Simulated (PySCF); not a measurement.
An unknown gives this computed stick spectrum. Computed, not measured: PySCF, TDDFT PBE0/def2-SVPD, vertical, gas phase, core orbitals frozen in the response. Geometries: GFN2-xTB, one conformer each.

| state | E (eV) | f | main configurations (H = HOMO, L = LUMO) |
| --- | --- | --- | --- |
| S1 | 3.98 | 0.0001 | H-1→L (98%) |
| S2 | 4.85 | 0.094 | H→L (96%) |
| S3 | 6.67 | 0.012 | H→L+1 (93%) |
| S4 | 7.10 | 0.0027 | H-1→L+1 (94%) |
| S5 | 7.19 | 0.0016 | H→L+2 (55%), H-3→L (28%), H-1→L+4 (10%) |
| S6 | 7.22 | 0.0003 | H→L+2 (41%), H-3→L (39%), H-1→L+4 (13%) |

Orbital energies (eV): HOMO-3 -10.34, HOMO-2 -10.16, HOMO-1 -7.48, HOMO -7.11, LUMO -1.51, LUMO+1 0.77, LUMO+2 1.20.

**Question.** Which structure fits? All have the formula C5H6O2.
A. `COC1=CCC1=O`
B. `C[C@H]1C=CC(=O)O1`
C. `O=CC1=CCOC1`
D. `O=C(O)C1=CCC1`

**Answer.** A. Its S1 lies at 3.98 eV; the nearest of the others has S1 at 3.69 eV. S1 is HOMO-1→LUMO (98%). Löwdin shares by element: HOMO carbon 52% or more, oxygen 25% or more (atoms not listed hold the other 22%); LUMO carbon 64% or more, oxygen 23% or more. At the same level the other candidates give, for their lowest levels:
- `C[C@H]1C=CC(=O)O1`: 4.86 eV (f 0.000); 6.23 eV (f 0.209); 6.83 eV (f 0.106); 7.37 eV (f 0.004); 7.66 eV (f 0.022); T1 4.11 eV; HOMO -8.04, LUMO -1.42 eV
- `O=CC1=CCOC1`: 3.69 eV (f 0.000); 4.32 eV (f 0.065); 6.16 eV (f 0.311); 6.41 eV (f 0.000); 6.69 eV (f 0.007); T1 3.13 eV; HOMO -7.34, LUMO -2.06 eV
- `O=C(O)C1=CCC1`: 4.72 eV (f 0.000); 5.80 eV (f 0.303); 6.57 eV (f 0.000); 6.99 eV (f 0.034); 7.08 eV (f 0.002); T1 3.50 eV; HOMO -7.75, LUMO -1.48 eV

Shape of the structure used: `[CH3:1][O:2][C:3]1=[CH:4][CH2:5][C:6]1=[O:7]`: C1–O2–C3–C4 180°.
Triplets come from the Tamm–Dancoff approximation.
